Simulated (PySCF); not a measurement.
## Fractional electron number in Ge (germanium, neutral)

The 4p alpha orbital of [Ar] 3d10 4s2 4p2 is emptied in steps (occupation f), with all orbitals relaxed, ending at [Ar] 3d10 4s2 4p1. Calculation: PySCF 2.14, in def2-TZVPPD; no relativity, point nucleus. The exact energy is a straight line in f; departures are measured from the line between the end points of the same method.

| f | UHF (eV) | LDA (eV) | PBE (eV) | PBE0 (eV) | r2SCAN (eV) | LC-wPBE (eV) | BHandHLYP (eV) | wB97X (eV) | M06-2X (eV) | BLYP (eV) |
| --- | --- | --- | --- | --- | --- | --- | --- | --- | --- | --- |
| 1 | 0.000 | 0.000 | 0.000 | 0.000 | 0.000 | 0.000 | 0.000 | 0.000 | 0.000 | 0.000 |
| 0.75 | 0.084 | -0.695 | -0.675 | -0.484 | -0.634 | -0.018 | -0.314 | -0.069 | -0.301 | -0.692 |
| 0.5 | 0.109 | -0.931 | -0.901 | -0.643 | -0.835 | -0.019 | -0.418 | -0.094 | -0.384 | -0.926 |
| 0.25 | 0.080 | -0.700 | -0.675 | -0.479 | -0.615 | -0.010 | -0.313 | -0.074 | -0.270 | -0.695 |
| 0 | 0.000 | 0.000 | 0.000 | 0.000 | 0.000 | 0.000 | 0.000 | 0.000 | 0.000 | 0.000 |

| method | E(f=0) − E(f=1) (eV) | −ε at f=1 (eV) | −ε at f=0.5 (eV) |
| --- | --- | --- | --- |
| UHF | 7.435 | 7.889 | 7.426 |
| LDA | 8.022 | 4.333 | 8.008 |
| PBE | 7.896 | 4.308 | 7.895 |
| PBE0 | 7.939 | 5.352 | 7.952 |
| r2SCAN | 8.076 | 4.670 | 8.128 |
| LC-wPBE | 8.026 | 7.919 | 8.047 |
| BHandHLYP | 7.773 | 6.097 | 7.775 |
| wB97X | 7.738 | 7.374 | 7.726 |
| M06-2X | 7.748 | 6.117 | 7.845 |
| BLYP | 7.696 | 4.020 | 7.686 |

Orbital energy along the path (eV):

```json
{"f": "1", "UHF": "-7.889", "LDA": "-4.333", "PBE": "-4.308", "PBE0": "-5.352", "r2SCAN": "-4.670", "LC-wPBE": "-7.919", "BHandHLYP": "-6.097", "wB97X": "-7.374", "M06-2X": "-6.117", "BLYP": "-4.020"}
{"f": "0.75", "UHF": "-7.651", "LDA": "-6.155", "PBE": "-6.092", "PBE0": "-6.654", "r2SCAN": "-6.409", "LC-wPBE": "-7.991", "BHandHLYP": "-6.936", "wB97X": "-7.550", "M06-2X": "-6.977", "BLYP": "-5.839"}
{"f": "0.5", "UHF": "-7.426", "LDA": "-8.008", "PBE": "-7.895", "PBE0": "-7.952", "r2SCAN": "-8.128", "LC-wPBE": "-8.047", "BHandHLYP": "-7.775", "wB97X": "-7.726", "M06-2X": "-7.845", "BLYP": "-7.686"}
{"f": "0.25", "UHF": "-7.214", "LDA": "-9.884", "PBE": "-9.702", "PBE0": "-9.232", "r2SCAN": "-9.768", "LC-wPBE": "-8.073", "BHandHLYP": "-8.610", "wB97X": "-7.918", "M06-2X": "-8.510", "BLYP": "-9.548"}
{"f": "0", "UHF": "-7.014", "LDA": "-11.759", "PBE": "-11.479", "PBE0": "-10.469", "r2SCAN": "-11.284", "LC-wPBE": "-8.048", "BHandHLYP": "-9.442", "wB97X": "-8.158", "M06-2X": "-9.253", "BLYP": "-11.402"}
```

Reference removal energy between the ground levels: 7.899 eV (measured; NIST Atomic Spectra Database, ionization energies). The calculation has no spin-orbit coupling. UHF lacks correlation.
